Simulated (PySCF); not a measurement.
Harmonic spectrum computed at PBE0 in the def2-TZVP basis family (core potentials from Rb on, PySCF, no spin–orbit coupling):

| symmetry | ω (cm⁻¹) | IR (km/mol, summed over degenerate members) |
| --- | --- | --- |
| e | 200 | 0.0 |
| t2 | 269 | 131 |
| a1 | 731 | 0.0 |
| t2 | 797 | 337 |

Q: Which molecule gave it? In each, all ligands are bound to the one heavy central atom.
A. SF₄ (singlet)
B. CF₄ (singlet)
C. SeF₄ (singlet)
D. GeF₄ (singlet)
E. SiF₄ (singlet)

A: D. It has Td symmetry with Ge–F 1.692 Å (×4).
